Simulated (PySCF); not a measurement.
**From a computed spectrum to the compound**

A species of 3 atoms with charge 0 has these harmonic modes (PBE0, small Gaussian bases with core potentials, PySCF 2.14.0):

```csv
cm⁻¹,km/mol,symmetry
96,26.2,a1
498,154.4,b2
508,44.5,a1
```

Question: Which species is it, and in which structure?

Answer: SmF2 (singlet in the valence; each metal's 4f electrons, 6 of them, lie in its core potential, out of spins and levels):
```xyz
3

Sm    0.0000    0.0000   -0.2122
F     1.8453    0.0000    0.8486
F    -1.8453    0.0000    0.8486
```
Ideal gas at 298.15 K and 1 bar: S = 309.5 J/(mol K), Cp = 51.8 J/(mol K), H − H(0 K) = 13.0 kJ/mol (rigid rotor, harmonic modes, spin degeneracy alone, that of the 4f electrons in the core included). An lcecp potential fixes the number of 4f electrons, so in runs with it no electron can move into or out of that shell.
 This is one of several that fit.
